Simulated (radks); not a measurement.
The numbers below are computed, except where a source is named.
Species: Pm II. Configuration: [Xe] 4f5 5f1 (not the ground configuration). Level of theory: non-relativistic Kohn-Sham, SCAN, spin-polarised, spherical densities, point nucleus; open shells are filled with parallel spins first (spin-orbit coupling, left out, can overturn this in heavy ions); meta-GGA in the generalised Kohn-Sham scheme; relativity is left out, which matters for an element this heavy (a radial shooting solver on a logarithmic mesh with Libxc functionals).

Normalised radial functions P(r) = r R(r), r in bohr:

r	4d down	5s up	4f up
0.001139	0.0000	0.0293	0.0000
0.001348	0.0000	0.0342	0.0000
0.001594	0.0000	0.0399	0.0000
0.001886	0.0000	0.0463	0.0000
0.002213	0.0000	0.0532	0.0000
0.002618	0.0001	0.0613	0.0000
0.003097	0.0001	0.0704	0.0000
0.003635	0.0002	0.0798	0.0000
0.0043	0.0003	0.0903	0.0000
0.005086	0.0005	0.1014	0.0000
0.006017	0.0008	0.1126	0.0000
0.007061	0.0012	0.1229	0.0000
0.008352	0.0020	0.1326	0.0000
0.00988	0.0032	0.1400	0.0000
0.01159	0.0049	0.1439	0.0000
0.01372	0.0078	0.1429	0.0001
0.01622	0.0124	0.1350	0.0001
0.01919	0.0193	0.1181	0.0002
0.02252	0.0292	0.0921	0.0004
0.02664	0.0446	0.0534	0.0008
0.03152	0.0671	0.0029	0.0014
0.03699	0.0976	-0.0538	0.0024
0.04375	0.1419	-0.1178	0.0043
0.05176	0.2016	-0.1779	0.0076
0.06122	0.2789	-0.2223	0.0132
0.07185	0.3686	-0.2370	0.0219
0.08499	0.4763	-0.2113	0.0363
0.1005	0.5885	-0.1359	0.0589
0.118	0.6847	-0.0211	0.0912
0.1396	0.7496	0.1249	0.1399
0.1651	0.7480	0.2611	0.2078
0.1953	0.6504	0.3406	0.2975
0.2292	0.4509	0.3233	0.4029
0.2711	0.1305	0.1898	0.5316
0.3207	-0.2740	-0.0404	0.6720
0.3764	-0.6785	-0.2843	0.8019
0.4452	-1.0472	-0.4729	0.9192
0.5267	-1.2834	-0.5044	0.9987
0.623	-1.3405	-0.3399	1.0265
0.7311	-1.2341	-0.0313	1.0011
0.8648	-1.0032	0.3676	0.9291
1.023	-0.7243	0.7191	0.8220
1.201	-0.4741	0.9190	0.7005
1.42	-0.2677	0.9566	0.5658
1.68	-0.1344	0.8441	0.4343
1.987	-0.0571	0.6395	0.3185
2.332	-0.0215	0.4246	0.2248
2.759	-0.0066	0.2393	0.1458
3.263	-0.0015	0.1123	0.0880
3.83	-0.0003	0.0455	0.0502
4.53	0.0000	0.0142	0.0252
5.359	0.0000	0.0035	0.0114
6.339	0.0000	0.0006	0.0045
7.439	0.0000	0.0001	0.0016
8.8	0.0000	0.0000	0.0004
10.41	0.0000	0.0000	0.0001
12.22	0.0000	0.0000	0.0000
14.45	0.0000	0.0000	0.0000
17.09	0.0000	0.0000	0.0000
20.22	0.0000	0.0000	0.0000
23.73	0.0000	0.0000	0.0000
28.07	0.0000	0.0000	0.0000

4d down: eigenvalue -133.14 eV, 1 radial node at r = 0.287 bohr, <r> = 0.689 bohr, 90 % of the charge inside 1.04 bohr. 5s up: eigenvalue -48.289 eV, 4 radial nodes at r = 0.0318, 0.121, 0.312, 0.741 bohr, <r> = 1.51 bohr, 90 % of the charge inside 2.18 bohr. 4f up: eigenvalue -15.880 eV, 0 radial nodes, <r> = 0.957 bohr, 90 % of the charge inside 1.65 bohr.

Empty levels of this run are not shown, since the potential may be unsettled where no density lies.
